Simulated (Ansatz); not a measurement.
A nudged elastic band was laid between two geometries of BrH + ClFH2Si (7 atoms, charge 0, multiplicity 1).

These are results of RKS r2SCAN/def2-SVP in Ansatz 0.2.0, not measurements.

| Item | Value |
| --- | --- |
| movable images | 5 |
| climbing image | yes |
| spring | 5.0 eV/Å² |
| optimiser | quadratic models (default) |
| start path | through a guess of the saddle point |
| force threshold | 0.03 eV/Å |
| iteration limit | 60 |
| end points | relaxed |

Initial state:

```xyz
7
Properties=species:S:1:pos:R:3
Si -0.244 0.558 0.669
F 0.083 -1.039 0.642
H -1.418 0.802 -0.197
H 0.979 1.287 0.270
Cl -0.721 1.054 2.603
H 0.603 -1.658 -1.362
Br 0.719 -1.004 -2.625
```

Final state:

```xyz
7
Properties=species:S:1:pos:R:3
Si 0.033 0.919 0.089
F -0.810 -2.053 0.051
H -1.370 0.611 -0.253
H 0.368 2.354 -0.073
Cl 0.462 0.367 2.019
H -0.051 -2.019 -0.487
Br 1.368 -0.179 -1.345
```

Which bonds break or form, and what moves?

Bonds broken: Si1–F2, H6–Br7. Bonds formed: Si1–Br7, F2–H6. BrH + ClFH2Si becomes BrClH2Si + FH.

What energy profile does the band end with?

It converged. The highest image is number 3 of 0 to 6, 1.35 eV above the first end and 0.89 eV above the last; the last end lies 0.46 eV above the first. A vibrational analysis at the climbing image gives one clearly imaginary mode, 235i cm⁻¹: a first-order saddle point. The orbitals stay closed-shell, which can raise the energy where a bond breaks towards radicals; this wasn't checked here.

```tsv
image	path coordinate (Å)	energy (eV)	Si1–F2 (Å)	H6–Br7 (Å)	Si1–Br7 (Å)
0	0.00	0.00	1.63	1.43	3.77
1	0.62	0.09	1.64	1.44	3.43
2	1.25	0.70	1.70	1.50	2.94
3	1.87	1.35	1.96	1.84	2.56
4	2.52	1.05	2.39	2.08	2.35
5	3.17	0.60	2.83	2.25	2.27
6	3.83	0.46	3.09	2.48	2.25
```

What is the geometry of the highest image?


```xyz
7
Properties=species:S:1:pos:R:3
Si -0.116 0.539 0.193
F -0.156 -1.410 0.383
H -1.472 0.716 -0.354
H 0.867 1.628 -0.001
Cl -0.237 0.583 2.276
H 0.233 -1.562 -0.573
Br 0.880 -0.495 -1.925
```

What are the harmonic wavenumbers there?

235i, 84, 225, 301, 389, 503, 538, 719, 786, 870, 933, 1077, 2133, 2269, 2326 cm⁻¹.

The run took 110 s on 2 threads of AMD EPYC 7R13 Processor (Zen 3), on a shared host, peak memory 0.18 GiB.
